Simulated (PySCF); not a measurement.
C₅H₆Se, SMILES C#C[C@H]1C[C@H]1[SeH]. Coordinates come from a PBE-D3(BJ)/def2-SVP optimisation. The structure was generated by enumeration; whether it is a known compound was not checked. Other conformers were not sampled.

### Question
Give the equilibrium geometry at PBE-D3(BJ)/def2-SVP (PySCF confirms it by a frequency run) as Cartesian coordinates in Å. (Estimate from the structure and the level; the computed values follow.)

### Answer
One answer among several that fit: 
```xyz
12

C      2.7654    -0.9280     0.3898
C      1.6031    -1.2653     0.2060
C      0.2509    -1.6812    -0.0514
C     -0.8646    -1.4700     0.9620
C     -0.8685    -0.6672    -0.3113
Se    -0.5350     1.2437    -0.2321
H      3.7874    -0.6270     0.5702
H      0.1736    -2.5963    -0.6654
H     -1.6084    -2.2737     1.0776
H     -0.5909    -0.9436     1.8889
H     -1.5891    -0.9593    -1.0916
H      0.7008     1.1855    -1.0576
```
